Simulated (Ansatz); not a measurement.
A further run on Sn₂O.

```yaml
crystal:
  periodic: [false, false, false]
  atoms:
    - {symbol: Sn, position_ang: [-0.989266, 0.282866, 1.114269]}
    - {symbol: Sn, position_ang: [1.298867, -0.724435, -0.298831]}
    - {symbol: O, position_ang: [-0.309611, 0.441569, -0.815439]}
basis:
  gaussian: {orbitals: def2-TZVPP}
hamiltonian: {xc: {name: SPW92}}
scf: {omitted_lower_state_checks: [starts]}
output: {forces: true}
```

```sh
$ ansatz run in.yaml --threads 2 --pin off --events-out ev --progress --plain --max-ram 4352MiB
```

Shortened log:

```
Functional definition: SPW92
927 factors; their error is unknown
mean field evaluation 1: about -13666.5848 eV, gradient 8.2e1 eV
mean field evaluation 2: about -13441.4041 eV, gradient 2.3e2 eV
mean field evaluation 4: about -13678.6238 eV, gradient 2.1e1 eV
mean field evaluation 8: about -13679.3107 eV, gradient 1.7e-1 eV
mean field evaluation 16: about -13679.3040 eV, gradient 1.8e-3 eV
mean field -13679.30403818 eV, -502.7051512378 hartree, gradient 3.9e-5 eV, S^2 0.000000; 0 other end points of the search recorded, 0 dependent functions left out
reference -13679.30407439 eV, -502.7051525686 hartree; 26, 26 occupied and 105, 105 virtual orbitals, 927 factors
Total energy: -13679.30407439 eV, -502.7051525686 hartree
Atom 0 at    -0.989266     0.282866     1.114269 Å, force     0.384450    -0.062906    -0.588087 eV/Å
Atom 1 at     1.298867    -0.724435    -0.298831 Å, force    -0.605206     0.374207     0.018356 eV/Å
Atom 2 at    -0.309611     0.441569    -0.815439 Å, force     0.220756    -0.311301     0.569731 eV/Å
Dipole moment:     0.129396    -0.184497     0.340635 e Å
Checks for a lower state left out: starts
```

Run time 0.95 s (2 threads of Arm Neoverse V2 on a shared host).

In the def2 sets Sn takes a core potential; there is no spin–orbit coupling. The restricted singlet is unstable towards broken spin symmetry at other levels; at RKS LDA (SPW92)/def2-TZVPP this wasn't settled.
